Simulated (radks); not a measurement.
Valence configurations of the gadolinium ion Gd+ (all share [Xe]). Method: scalar-relativistic Kohn-Sham, PBE, spin-polarised, spherical densities, finite nucleus; open shells are filled with parallel spins first (spin-orbit coupling, left out, can overturn this in heavy ions); Fermi nuclear charge, rms radius 5.1569 fm; computed with a radial shooting solver on a logarithmic mesh with Libxc functionals. Energies are relative to 4f7 5d1 6s1; eigenvalues in eV for spin up.

[
 {"valence": "4f7 5d1 6s1", "E (eV)": "0.000", "moment (Bohr magnetons)": "9", "e(4f)": "-16.773", "e(5d)": "-9.031", "e(6p)": "-", "e(6s)": "-9.796"},
 {"valence": "4f7 5d1 6p1", "E (eV)": "3.719", "moment (Bohr magnetons)": "9", "e(4f)": "-18.016", "e(5d)": "-9.942", "e(6p)": "-6.716", "e(6s)": "-"},
 {"valence": "4f6 5d1 6s2", "E (eV)": "12.082", "moment (Bohr magnetons)": "7", "e(4f)": "-26.183", "e(5d)": "-11.916", "e(6p)": "-", "e(6s)": "-11.001"},
 {"valence": "4f7 5d0.5 6p1.5", "E (eV)": "5.446", "moment (Bohr magnetons)": "9", "e(4f)": "-19.762", "e(5d)": "-11.060", "e(6p)": "-7.375", "e(6s)": "-"},
 {"valence": "4f8 5d1", "E (eV)": "1.147", "moment (Bohr magnetons)": "7", "e(4f)": "-8.864", "e(5d)": "-6.326", "e(6p)": "-", "e(6s)": "-"},
 {"valence": "4f7 5d2", "E (eV)": "0.956", "moment (Bohr magnetons)": "9", "e(4f)": "-14.647", "e(5d)": "-7.674", "e(6p)": "-", "e(6s)": "-"},
 {"valence": "4f6 5d1 6s1 6p1", "E (eV)": "15.048", "moment (Bohr magnetons)": "9", "e(4f)": "-27.254", "e(5d)": "-12.992", "e(6p)": "-7.728", "e(6s)": "-12.064"},
 {"valence": "4f6 5d2 6s1", "E (eV)": "10.355", "moment (Bohr magnetons)": "9", "e(4f)": "-23.476", "e(5d)": "-10.499", "e(6p)": "-", "e(6s)": "-10.385"},
 {"valence": "4f7 5d1 6s0.5 6p0.5", "E (eV)": "1.857", "moment (Bohr magnetons)": "9", "e(4f)": "-17.399", "e(5d)": "-9.495", "e(6p)": "-6.400", "e(6s)": "-10.123"},
 {"valence": "4f7 6s1 6p1", "E (eV)": "3.425", "moment (Bohr magnetons)": "9", "e(4f)": "-20.328", "e(5d)": "-", "e(6p)": "-7.442", "e(6s)": "-11.436"}
]

NIST lists [Xe] 4f7 5d1 6s1 as the ground configuration; this level of theory agrees among the configurations tried. The energies are those of spherical high-spin densities, not of single terms.
